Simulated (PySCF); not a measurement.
1-chloroethenyl(methyl)silane (C3H7ClSi), SMILES C=C(Cl)[SiH2]C.

Coordinates come from a B3LYP-D3(BJ)/def2-SVP optimisation. One conformer was computed; it need not be the lowest.

Level of theory: TDA-ωB97X/def2-SVPD (PySCF).

Vertical excitations. Gas-phase values at a fixed geometry.

```json
[
 {"state": "S1", "energy (eV)": "6.80", "λ (nm)": "182", "f": "0.003", "main pairs": "HOMO−1→LUMO 45 %, HOMO→LUMO+1 16 %, HOMO→LUMO+2 15 %, HOMO→LUMO+3 10 %"},
 {"state": "S2", "energy (eV)": "6.81", "λ (nm)": "182", "f": "0.000", "main pairs": "HOMO−1→LUMO 46 %, HOMO→LUMO+1 15 %, HOMO→LUMO+2 14 %, HOMO→LUMO+3 9 %"},
 {"state": "S3", "energy (eV)": "6.94", "λ (nm)": "179", "f": "0.348", "main pairs": "HOMO→LUMO 87 %"},
 {"state": "S4", "energy (eV)": "7.76", "λ (nm)": "160", "f": "0.029", "main pairs": "HOMO−1→LUMO+1 34 %, HOMO−1→LUMO+2 26 %, HOMO−1→LUMO+3 19 %"},
 {"state": "S5", "energy (eV)": "7.81", "λ (nm)": "159", "f": "0.004", "main pairs": "HOMO→LUMO+2 55 %, HOMO→LUMO+1 28 %"},
 {"state": "S6", "energy (eV)": "7.93", "λ (nm)": "156", "f": "0.003", "main pairs": "HOMO−4→LUMO 65 %, HOMO−3→LUMO 20 %"},
 {"state": "S7", "energy (eV)": "8.39", "λ (nm)": "148", "f": "0.121", "main pairs": "HOMO−2→LUMO 33 %, HOMO→LUMO+3 29 %, HOMO→LUMO+1 11 %"},
 {"state": "S8", "energy (eV)": "8.59", "λ (nm)": "144", "f": "0.021", "main pairs": "HOMO−3→LUMO 52 %, HOMO−4→LUMO 13 %, HOMO→LUMO+3 13 %"},
 {"state": "S9", "energy (eV)": "8.59", "λ (nm)": "144", "f": "0.056", "main pairs": "HOMO−2→LUMO 46 %, HOMO→LUMO+3 13 %, HOMO−3→LUMO 10 %, HOMO−4→LUMO 8 %"},
 {"state": "S10", "energy (eV)": "8.74", "λ (nm)": "142", "f": "0.017", "main pairs": "HOMO→LUMO+4 35 %, HOMO→LUMO+5 31 %"},
 {"state": "T1", "energy (eV)": "4.08", "λ (nm)": "304", "f": "0", "main pairs": "HOMO→LUMO 84 %"},
 {"state": "T2", "energy (eV)": "6.27", "λ (nm)": "198", "f": "0", "main pairs": "HOMO→LUMO+1 30 %, HOMO→LUMO+2 26 %, HOMO→LUMO+3 20 %, HOMO→LUMO+7 5 %"},
 {"state": "T3", "energy (eV)": "6.35", "λ (nm)": "195", "f": "0", "main pairs": "HOMO−1→LUMO 81 %"},
 {"state": "T4", "energy (eV)": "6.91", "λ (nm)": "179", "f": "0", "main pairs": "HOMO−1→LUMO+1 31 %, HOMO−1→LUMO+2 27 %, HOMO−1→LUMO+3 19 %"}
]
```
Triplets are in the Tamm–Dancoff approximation.
